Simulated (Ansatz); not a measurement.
Consider the ligand exchange at a Ge–O bond: `C[O][GeH2][CH3]` + H₂S → `[CH3][GeH2][SH]` + CH₃OH.

Gas-phase electronic energies from Ansatz, PBE0-D4/def2-TZVP geometries. CCSD(T)/CBS is the MP2 limit (def2-TZVPP, def2-QZVPP) plus CCSD(T) − MP2 in def2-TZVPP, frozen cores. This one scheme is used for every species. Functionals use def2-TZVPP. HSE06 is defined as in plane-wave codes. For Ge outer-core shells are correlated without core-valence functions, which leaves a few kJ/mol of doubt a bond. Scalar relativity is left out up to krypton. One conformer a species, not always the lowest.

`C[O][GeH2][CH3]`:

```xyz
12

C     0.485    1.291    1.663
O    -0.343    0.691    0.702
Ge    0.387   -0.470   -0.439
C    -1.077   -1.056   -1.563
H    -0.125    1.964    2.270
H     1.292    1.882    1.207
H     0.944    0.552    2.335
H     1.500    0.263   -1.225
H     1.020   -1.617    0.382
H    -1.509   -0.200   -2.081
H    -0.727   -1.778   -2.302
H    -1.847   -1.523   -0.949
```

H₂S:

Cartesian coordinates in Å:
```
S -0.087 -0.026 0.613
H -0.752 0.556 -0.397
H 0.839 -0.530 -0.216
```

`[CH3][GeH2][SH]`:

Z-matrix (Å, degrees):
```
C
Ge 1 1.945
H 1 1.090 2 110.0
H 1 1.091 2 110.0 3 119.9
H 1 1.090 2 110.0 3 -120.1
S 2 2.231 1 105.6 3 60.1
H 2 1.541 1 111.7 3 178.9
H 2 1.541 1 111.7 3 -58.7
H 6 1.343 2 95.0 1 -179.9
```

CH₃OH:

Cartesian coordinates in Å:
```
C -0.019 -0.170 0.313
O 0.005 0.932 -0.566
H -0.122 0.229 1.322
H 0.906 -0.757 0.272
H -0.868 -0.838 0.122
H 0.098 0.604 -1.463
```

(1) Is it downhill or uphill in electronic energy at CCSD(T)/CBS, and by how much? (Best estimate.)

(2) What do these levels give: PBE-D4, HSE06-D4, B2PLYP, r2SCAN0, HF/def2-SVP, MP2/CBS(def2)? (Estimate.)

Largest T1 diagnostic among the species: 0.011.

Answers

(1) Computed: Downhill: ΔE = -4.1 kcal/mol.

(2) Ansatz gave: PBE-D4 -5.7, HSE06-D4 -6.2, B2PLYP -3.6, r2SCAN0 -5.3, HF/def2-SVP -3.1, MP2/CBS(def2) -4.6 kcal/mol.

Leaving LDA and LC-ωPBE aside and taking each functional with its dispersion term where it has one, the values, not all of them listed here, spread over 3.4 kcal/mol, from HSE06-D4 to CAM-B3LYP-D4. LDA lies +1.0 kcal/mol from PBE without D4. At CCSD(T), def2-SVP lies +2.6 kcal/mol from the extrapolated value and def2-TZVPP +0.8 kcal/mol.
